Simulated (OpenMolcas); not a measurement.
Nb4+ in Cs2GeF6: curves along the breathing mode

Nb4+ with its 6 nearest fluoride ions, on the Ge site of Cs2GeF6 (a = 9.021 Å, distance in the model lattice 1.804 Å). The rest of the host is ab initio model potentials to 7.6 Å and point charges beyond; the distance is set by hand and nothing relaxes. Ligand basis ANO-RCC-VDZP.

| Quantity | Value |
| --- | --- |
| Program | OpenMolcas |
| Method | SS-CASPT2, IPEA 0.25 Eh, imaginary shift 0.1 Eh (closed shells correlated: 4s 4p and the ligand valence shells) |
| Basis | ANO-RCC-VDZP [6s5p3d1f] |
| Scalar Hamiltonian | DKH2, point nucleus |
| Active space | 1 electron in 5 orbitals (4d) |
| State averaging | 2S+1 = 2 even, 5 roots |
| Spin-orbit coupling | state interaction with AMFI integrals over the reference wave functions |

Spin-free energies (labels of O, the rotations of Oh) in cm-1 above the lowest fitted minimum, as all ligands move together:

| R (Å) | 2T2 | 2E |
| --- | --- | --- |
| 1.798 | 21240 | 70800 |
| 1.84 | 10500 | 56010 |
| 1.883 | 3640 | 45390 |
| 1.925 | 470 | 38780 |
| 1.967 | 240 | 35290 |
| 2.01 | 2180 | 34400 |
| 2.052 | 5930 | 35710 |

Cubic fits give the following; the wavenumber is harmonic, with the mass of all moving ligands, small differences in it between states hang on the degree of the fit, a number in brackets counts states of one label, and the table is a selection of at most 14 states with clean curves.

```csv
State,R0 (Å),Breathing mode (cm-1),Minimum (cm-1)
2T2,1.951,648,0
2E,2.004,599,34410
```

The minimum of 2E is shifted by +0.0529 Å against 2T2 (from the unrounded fits). With M = 114.0 u for the moving shell, the Huang-Rhys factor in this mode is S = M ω ΔR² / 2ħ = 0.01483 × 114.0 × 648 × 0.0529² = 3.07. Only the first shell moves, against a rigid host.

Roots that are degenerate in the reference are averaged as groups; the widest CASPT2 spread within a group is 220 cm-1 (the 3-fold group of multiplicity 2 near 0 cm-1 above the lowest state of its run, R = 1.925). Shifts and gaps below about the spread of the groups concerned are not significant. Over all roots computed the reference weight is 0.73 to 0.74 in R = 1.798, 0.73 in R = 1.84, 0.73 in R = 1.883, 0.73 in R = 1.925, 0.73 in R = 1.967, 0.72 in R = 2.01, 0.72 in R = 2.052; a low but even weight reflects the number of correlated electrons. An orbital triplet at a regular site is open to Jahn-Teller coupling, which can distort the site and quench the lowest spin-orbit gaps and is left out. Ligand-to-metal charge-transfer states are missing. With one d shell and no ligand orbital active, 10Dq can be off by a tenth or more. The least metal-like active orbital is 71 % on the metal (Löwdin) and no ligand orbital is active, so the numbers are rough (holds for R = 1.798). The least metal-like active orbital is 73 % on the metal (Löwdin) and no ligand orbital is active, so the numbers are rough (holds for R = 1.84). The least metal-like active orbital is 75 % on the metal (Löwdin) and no ligand orbital is active, so the numbers are rough (holds for R = 1.883). The least metal-like active orbital is 76 % on the metal (Löwdin) and no ligand orbital is active, so the numbers are rough (holds for R = 1.925). The least metal-like active orbital is 77 % on the metal (Löwdin) and no ligand orbital is active, so the numbers are rough (holds for R = 1.967). The least metal-like active orbital is 78 % on the metal (Löwdin) and no ligand orbital is active, so the numbers are rough (holds for R = 2.01; R = 2.052). No measured value stands beside these numbers.
